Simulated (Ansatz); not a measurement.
CH2NSn (SMILES N#[C][SnH2]): methods side by side

The species is CH2NSn (5 atoms), meant as a doublet with charge 0. As SMILES, `N#[C][SnH2]`. Geometry: optimised at r2SCAN/def2-SVP.

| atom | x (Å) | y (Å) | z (Å) |
| --- | --- | --- | --- |
| N | 0.8370 | -1.5450 | 1.6794 |
| C | 0.5081 | -0.8540 | 0.7975 |
| Sn | 0.0135 | 0.3337 | -0.9028 |
| H | -1.6563 | 0.0395 | -1.1845 |
| H | 0.3476 | 1.9522 | -0.4310 |

Each level gives the dissociation energy of the Sn3–C2 bond into singlet SnH2 and doublet CN (shapes relaxed at r2SCAN/def2-SVP, no zero-point term) (eV). The values are calculated.

| level | kind | program | value (eV) | CPU time (all runs) |
| --- | --- | --- | --- | --- |
| UHF/def2-TZVPP (core potential) | Hartree–Fock | Ansatz | 3.03 | 7.4 s |
| USVWN5/def2-TZVPP (core potential) | LDA | Ansatz | 3.75 | 1.8 s |
| UBLYP/def2-TZVPP (core potential) | GGA | Ansatz | 2.99 | 3.8 s |
| U-r2SCAN/def2-TZVPP (core potential) | meta-GGA | Ansatz | 3.45 | 6.5 s |
| UPBE0-D4/def2-TZVPP (core potential) | global hybrid | Ansatz | 3.54 | 4.1 s |
| UCAM-B3LYP/def2-TZVPP (core potential) | range-separated hybrid | Ansatz | 3.48 | 5 s |
| UB2PLYP/def2-TZVPP (core potential) | double hybrid | Ansatz | 3.35 | 9 s |
| RPA@PBE/def2-TZVPP (core potential) | RPA | Ansatz | 3.04 | 7.8 s |
| UMP2/def2-TZVPP (core potential) | perturbation theory | Ansatz | 4.42 | 5.9 s |

Spin-orbit coupling, which can split open shells on such heavy atoms by tenths of an eV, is left out. The values span 2.99 to 4.42 eV. Spin contamination of the reference (⟨S²⟩ at least 0.1 too high) touches UHF/def2-TZVPP, UMP2/def2-TZVPP. Hartree–Fock misses the correlation of the electron pair that is broken and comes out low. A fragment with an even electron count was run as a singlet and may have a lower triplet. Measured bond enthalpies also hold zero-point and thermal terms, a few tenths of an eV less. In the correlated wave-function rows the outer d shell of Sn is correlated, in sets not made for it. CPU times are rough (shared hosts, several kinds of processor): they show what a rung costs within a factor of a few.
